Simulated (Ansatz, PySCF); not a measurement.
Ti, triplet. Base run: B3LYP5/cc-pVTZ (PySCF).

Geometry (Å):
```xyz
1

Ti     0.0000     0.0000     0.0000
```
Charge 0, spin multiplicity 3.
Orbitals are unrestricted.
All else is at PySCF's defaults.

The same geometry, method and basis name were run in Ansatz (a quantum-chemistry and plane-wave program) and PySCF, at each program's defaults and at the settings that a row names. The base is PySCF at its defaults. Differences at the defaults can come from grids, fitting, cores and function types together.

```tsv
code and settings	ΔE vs base (µEh)	basis functions	E (Eh)	SCF cycles	outcome
PySCF, defaults (exact integrals, its default grid, spherical functions)	0.0	68	-849.29940	21	converged
Ansatz, defaults (factorised integrals, its default grid, spherical functions)	15.7	68	-849.29938	-	converged
PySCF, density fitting with def2-universal-jkfit	-	68	-	50	not converged
PySCF, fine grid	1.6	68	-849.29939	20	converged
Ansatz, high accuracy	1.6	68	-849.29940	-	converged
```

Open shells are given as the SCF converged; they aren't shown to be the lowest states, and a large step between rows can be another state.
